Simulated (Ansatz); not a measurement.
`C[NH][GaH][CH2]F` → `[CH]F` + `C[NH][GaH2]` at 600 K and 1 bar (formal loss of a carbene).

Gas-phase electronic energies from Ansatz, PBE0-D4/def2-TZVP geometries. CBS: MP2 limit from def2 TZ/QZ plus the TZ coupled-cluster correction, frozen cores. This one scheme is used for every species. For Ga outer-core shells are correlated without core-valence functions, which leaves a few kJ/mol of doubt a bond. Scalar relativity is left out up to krypton. One conformer a species, not always the lowest.

| species | CCSD(T)/CBS energy (Eh) | H − E (kJ/mol) | S (J/(mol·K)) |
| --- | --- | --- | --- |
| `C[NH][GaH][CH2]F` | -2158.74211 | 304.2 | 468.9 |
| `[CH]F` | -138.29972 | 54.0 | 249.2 |
| `C[NH][GaH2]` | -2020.30020 | 225.6 | 374.6 |

H − E and S are ideal-gas, rigid-rotor, harmonic terms from PBE0-D4/def2-TZVP, for one conformer and one mirror image of each species. 1 Eh = 2625.50 kJ/mol, R = 8.31446 J/(mol·K).

Q: By hand: ΔE, ΔH, ΔS and ΔG.

A: ΔE = (-138.29972) + (-2020.30020) − (-2158.74211) = 0.14219 Eh = 373.3 kJ/mol. Δ(H − E) = 54.0 + 225.6 − 304.2 = -24.6, so ΔH = 348.7 kJ/mol. ΔS = 249.2 + 374.6 − 468.9 = 154.9 J/(mol·K). ΔG = 348.7 − 600 × (154.9)/1000 = 255.8 kJ/mol.

Q: By hand: the equilibrium constant, and the temperature at which ΔG would vanish if ΔH and ΔS stayed fixed.

A: log₁₀ K = −ΔG/(RT ln 10) = -22.3. ΔG = 0 at ΔH/ΔS = 2251 K.

The number of gas molecules changes by +1, which sets the sign of ΔS. A doubt of 5 kJ/mol in ΔE shifts log₁₀ K by 0.4 here. Other conformers and mirror images would add mixing entropy, several J/(mol·K) or more a flexible species. Modes under 60 cm⁻¹, often nearly free rotors, make the harmonic entropy too high. These are equilibria of isolated gas molecules and say nothing of rates. Largest T1 diagnostic: 0.018 (customary marks: 0.02 for closed shells, 0.045 for open ones).
